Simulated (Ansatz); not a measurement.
A nudged elastic band was laid between two geometries of ClF2H4O3Ta (11 atoms, charge 0, multiplicity 1).

Computed with Ansatz, RKS PBE0-D4/def2-SVP.

* movable images: 7
* climbing image: yes
* spring: 5.0 eV/Å²
* optimiser: quadratic models (default)
* start path: through a guess of the saddle point
* force threshold: 0.03 eV/Å
* iteration limit: 60
* end points: relaxed

Initial state:

```xyz
11
Properties=species:S:1:pos:R:3
Ta -0.038 -0.129 -0.249
F 1.717 -0.851 -0.203
F 0.410 0.668 1.431
O -0.251 -0.576 -2.058
H -0.226 -0.461 -3.007
Cl -1.604 1.665 -0.479
O -1.079 -1.487 0.507
H -1.334 -1.723 1.404
O 1.310 1.614 -0.948
H 0.866 2.456 -0.766
H 2.156 1.618 -0.479
```

Final state:

```xyz
11
Properties=species:S:1:pos:R:3
Ta -0.347 0.439 -0.236
F 1.824 -0.498 -0.122
F 0.126 0.747 1.576
O -0.307 -0.053 -2.058
H -0.105 -0.684 -2.751
Cl -2.253 1.721 -0.282
O -0.864 -1.301 0.299
H -0.601 -1.795 1.083
O 1.185 1.703 -0.579
H 1.274 2.055 -1.474
H 1.997 0.461 -0.303
```

Task: What changes between the two ends?

Result: Bonds broken: O9–H11. Bonds formed: F2–H11.

Task: Give the energies along the band, and the barrier.

Result: It converged. The highest image is number 7 of 0 to 8, 93.8 kJ/mol above the first end and 0.1 kJ/mol above the last; the last end lies 93.7 kJ/mol above the first. The top lies less than 8 meV above the higher end, about what the thresholds resolve: that end is a shoulder or a very shallow well. A vibrational analysis at the climbing image gives one clearly imaginary mode, 171i cm⁻¹: a first-order saddle point. The orbitals stay closed-shell, which can raise the energy where a bond breaks towards radicals; this wasn't checked here.

```csv
image,path coordinate (Å),energy (kJ/mol),O9–H11 (Å),F2–H11 (Å)
0,0.00,0.0,0.97,2.52
1,0.45,4.2,0.96,2.45
2,0.89,9.0,0.97,2.37
3,1.34,12.9,0.97,2.20
4,1.78,18.8,0.97,2.07
5,2.23,30.2,0.98,1.83
6,2.68,60.8,1.04,1.45
7,3.12,93.8,1.38,1.04
8,3.32,93.7,1.51,0.99
```

Task: What is the geometry of the highest image?

Result: 
```xyz
11
Properties=species:S:1:pos:R:3:forces:R:3
Ta -0.332 0.403 -0.224 0.00 0.00 0.00
F 1.772 -0.494 -0.107 0.00 -0.01 0.00
F 0.110 0.797 1.576 0.00 0.00 0.00
O -0.307 -0.074 -2.047 0.00 0.00 0.00
H -0.106 -0.609 -2.815 0.00 0.00 0.00
Cl -2.222 1.713 -0.296 0.00 0.00 0.00
O -0.882 -1.308 0.344 0.00 0.00 0.00
H -0.623 -1.824 1.114 0.00 0.00 0.00
O 1.240 1.666 -0.586 0.00 0.01 0.00
H 1.341 2.018 -1.478 0.00 0.00 0.00
H 1.937 0.507 -0.329 0.00 0.01 0.00
```

The band took 24 iterations and roughly 30 core-minutes.

Time of the run: 7.9 min on 4 threads of Arm Neoverse V2, with other jobs on the host, peak memory 0.43 GiB.
